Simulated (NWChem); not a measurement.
System: Si2H6O2; SMILES O[SiH](O)[SiH3]

```xyz
10

Si     0.0225    -0.5837    -0.3536
O      1.4947    -1.0349     0.3278
O     -1.2971    -1.3950     0.3096
Si    -0.1144     1.7251     0.0630
H     -0.0495    -0.9573    -1.8069
H      1.7677    -1.9521     0.1438
H     -1.4837    -1.1638     1.2370
H     -0.1975     1.9605     1.5501
H      1.0736     2.4751    -0.4763
H     -1.3639     2.2875    -0.5624
```
Atoms are numbered in this order, from 1.

Computed with NWChem. The geometry was optimised at PBE-D3(BJ)/def2-SVP. B3LYP is NWChem's, with the RPA form of VWN correlation. Atomic charges in e: unrestrained fits to the electrostatic potential beside Mulliken populations; buried atoms are poorly determined by the fit.

### Question
Predict the results for B3LYP/def2-SVP. Quantities: ESP Si1; Mulliken Si1; ESP O2; Mulliken O2; ESP O3; Mulliken O3; ESP Si4; Mulliken Si4; relative RMS misfit of the potential (%).

### Answer
The ESP Si1 is 0.81 and the Mulliken Si1 is 0.63. The ESP O2 is -0.70, the Mulliken O2 comes out as -0.41 and the ESP O3 is -0.66. The Mulliken O3 comes out as -0.41. The ESP Si4 is 0.14. The Mulliken Si4 is 0.17 and the relative RMS misfit of the potential (%) comes out as 29.
